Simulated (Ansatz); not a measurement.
Cost and result for the atomization energy of C2H4FGeN (`N=[C]1[CH2][GeH]1[F]`) (9 atoms, 9 bonds).

| atom | x (Å) | y (Å) | z (Å) |
| --- | --- | --- | --- |
| N1 | 0.588 | 1.418 | -1.376 |
| C2 | 0.283 | 0.579 | -0.503 |
| C3 | -0.845 | 0.471 | 0.483 |
| Ge4 | 0.194 | -1.181 | 0.315 |
| F5 | 1.144 | -1.533 | 1.728 |
| H6 | 1.396 | 1.126 | -1.925 |
| H7 | -1.860 | 0.656 | 0.136 |
| H8 | -0.626 | 0.968 | 1.430 |
| H9 | -0.274 | -2.504 | -0.289 |

The species carries charge 0 and has multiplicity 1. Correlated methods include outer-core shells of Ge, which these sets cover unevenly. Scalar relativity is left out up to krypton. Geometry: relaxed with PBE0-D4/def2-TZVP. It is one conformer, not always the lowest. Program: Ansatz. All runs use 4 threads of an Arm Neoverse V2 on a shared host. Times are those of one run each, without the atoms' runs, and a repeat can differ threefold. Electronic energies, without spin–orbit coupling; frozen cores. CCSD(T)/CBS adds CCSD(T) − MP2 in def2-TZVPP to the MP2 limit, and its time is that of the two runs behind it. T1 = 0.014. With those shells the extrapolation isn't a true limit. B3LYP takes the VWN-RPA correlation (the form of Gaussian; ORCA's B3LYP/G).

CCSD(T)/CBS is a level of theory with its own doubt, some kJ/mol a heavy atom from the limit and from the frozen cores, so smaller differences don't rank the functionals.

```tsv
level	functions	wall time	atomization (kJ/mol)	difference from CCSD(T)/CBS	per bond
PBE-D4/def2-TZVPP (with forces)	228	2 s	3431.2	129.5	14.4
PBE0-D4/def2-TZVPP	228	2.5 s	3318.9	17.2	1.9
B3LYP-D4/def2-TZVPP (with forces)	228	3.6 s	3296.5	-5.2	-0.6
r2SCAN-D4/def2-TZVPP (with forces)	228	3.8 s	3317.1	15.4	1.7
B2PLYP/def2-TZVPP	228	4.6 s	3267.4	-34.3	-3.8
ωB97X-V/def2-TZVPP	228	6 s	3314.5	12.8	1.4
ωB97M-V/def2-TZVPP (with forces)	228	9.5 s	3299.7	-2.0	-0.2
MP2/def2-QZVPP	437	19 s	3346.9	45.2	5.0
CCSD(T)/def2-TZVPP	228	2.3 min	3207.4	-94.3	-10.5
CCSD(T)/CBS(def2)	–	2.6 min	3301.7	0.0	0.0
```

The D4 term adds +28.3 kJ/mol with B3LYP and +14.7 kJ/mol with PBE0; it sums over pairs of atoms, weighted by their polarisabilities, and B3LYP, whose exchange is more repulsive, gets the larger term. In def2-TZVPP, CCSD(T) changes the Hartree–Fock value by +1015.8 kJ/mol (the triples alone add +76.0 kJ/mol) and MP2 by +1099.2 kJ/mol; breaking electron pairs costs correlation energy, which Hartree–Fock lacks. From PBE to PBE0 (25 % exact exchange), in def2-TZVPP and without D4, the atomization energy moves by −109.5 kJ/mol: exact exchange takes away binding that semilocal exchange gives to molecules.
